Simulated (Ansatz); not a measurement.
Species: BGeH5, charge 0, singlet. BGeH5 (SMILES [BH2][GeH3]).
B3LYP-D3(BJ)/def2-TZVP minimum from Ansatz (a first-principles code):
```
Ge
H 1 1.5405
H 1 1.5405 2 108.25
H 1 1.5468 2 106.93 3 114.88
B 1 2.0626 2 113.62 4 117.91
H 5 1.1898 1 120.74 2 -29.00
H 5 1.1898 6 118.48 1 177.70
```

Total energies in hartree (Ansatz). Open shells are spin-unrestricted; no spin-orbit coupling. Correlated methods leave the cores frozen (noble-gas shells, and filled d and f shells in the p block). No relativity. For partners of very few electrons the exact lower level stands in for a higher one.

| species | HF/cc-pVTZ | CCSD(T)/cc-pVTZ | HF/cc-pVQZ | CCSD(T)/cc-pVQZ | CCSDT(Q)/cc-pVTZ |
|---|---|---|---|---|---|
| 1: BGeH5 (SMILES [GeH3][BH2]) | -2102.96422 | -2103.24171 | -2102.96972 | -2103.25944 | -2103.24307 |
| 2: B (doublet) | -24.53207 | -24.59810 | -24.53297 | -24.60084 | -24.59852 |
| 3: Ge (triplet) | -2075.36107 | -2075.42794 | -2075.36359 | -2075.43284 | -2075.42848 |
| 4: H (doublet) | -0.49981 | -0.49981 | -0.49995 | -0.49995 | -0.49981 |

### Question
Work out the atomisation energy (electronic, to ground-state atoms) in kJ/mol: take Hartree-Fock from cc-pVQZ, extrapolate the CCSD(T) correlation energy as X^-3 (X = 3, 4), and add CCSDT(Q) - CCSD(T) in cc-pVTZ. 1 hartree = 2625.5 kJ/mol.

### Answer

Species 1: correlation (64·(-0.28972) - 27·(-0.27749))/37 = -0.29864; step -0.00136; E1 = -2102.96972 + (-0.29864) + (-0.00136) = -2103.26972
Species 2: correlation (64·(-0.06787) - 27·(-0.06603))/37 = -0.06921; step -0.00042; E2 = -24.53297 + (-0.06921) + (-0.00042) = -24.60260
Species 3: correlation (64·(-0.06925) - 27·(-0.06687))/37 = -0.07099; step -0.00054; E3 = -2075.36359 + (-0.07099) + (-0.00054) = -2075.43512
Species 4: correlation (64·(0.00000) - 27·(0.00000))/37 = 0.00000; step +0.00000; E4 = -0.49995 + (0.00000) + (+0.00000) = -0.49995
-1·E1 +1·E2 +1·E3 +5·E4 = 0.73225 hartree = 1922.5 kJ/mol.
